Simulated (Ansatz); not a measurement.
A nudged elastic band was laid between two geometries of BF3 + H2 (6 atoms, charge 0, multiplicity 1).

All numbers below come from RKS PBE0-D4/def2-SVP (Ansatz).

```json
{"movable images": "7", "climbing image": "yes", "spring": "5.0 eV/Å²", "optimiser": "quadratic models (default)", "start path": "through a guess of the saddle point", "force threshold": "0.05 eV/Å", "iteration limit": "60", "end points": "relaxed"}
```

Initial state:

```xyz
6
Properties=species:S:1:pos:R:3
B -0.009 0.418 0.026
F -0.015 0.805 1.278
F 1.128 0.266 -0.608
F -1.140 0.206 -0.601
H 0.086 -2.273 0.676
H 0.062 -1.947 1.363
```

Final state:

```xyz
6
Properties=species:S:1:pos:R:3
B -0.004 -0.407 -0.429
F -0.035 -0.093 1.839
F 1.137 0.228 -0.605
F -1.124 0.253 -0.639
H -0.017 -1.601 -0.267
H 0.154 -0.907 2.236
```

Which bonds break or form, and what moves?

Bonds broken: B1–F2, H5–H6. Bonds formed: B1–H5, F2–H6. BF3 + H2 becomes BF2H + FH.

Give the energies along the band, and the barrier.

The forces met the threshold. The highest image is number 5 of 0 to 8, 1.91 eV above the first end and 0.68 eV above the last; the last end lies 1.23 eV above the first. A vibrational analysis at the climbing image gives one clearly imaginary mode, 1168i cm⁻¹: a first-order saddle point. The orbitals stay closed-shell, which can raise the energy where a bond breaks towards radicals; this wasn't checked here.

```csv
image,path coordinate (Å),energy (eV),B1–F2 (Å),H5–H6 (Å),B1–H5 (Å)
0,0.00,0.00,1.31,0.76,2.77
1,0.35,0.01,1.31,0.76,2.45
2,0.71,0.09,1.32,0.76,2.14
3,1.06,0.36,1.34,0.77,1.82
4,1.42,1.16,1.42,0.85,1.53
5,1.77,1.91,1.60,1.09,1.34
6,2.22,1.44,1.94,1.53,1.23
7,2.67,1.26,2.17,2.05,1.21
8,3.11,1.23,2.29,2.60,1.21
```

What is the geometry of the highest image?


```xyz
6
Properties=species:S:1:pos:R:3:forces:R:3
B 0.014 -0.260 0.008 0.00 0.00 0.00
F 0.014 0.072 1.578 0.00 0.00 0.00
F 1.152 0.146 -0.531 0.00 0.00 0.00
F -1.145 0.100 -0.521 0.00 0.00 0.00
H 0.041 -1.562 0.329 0.00 0.00 0.00
H 0.035 -1.022 1.272 0.00 0.00 0.00
```

What are the harmonic wavenumbers there?

1168i, 335, 406, 558, 738, 983, 1110, 1179, 1415, 1476, 2006, 2260 cm⁻¹.

Run time: 3.5 min on 1 thread of Arm Neoverse V1, with other jobs on the host, peak memory 0.12 GiB.
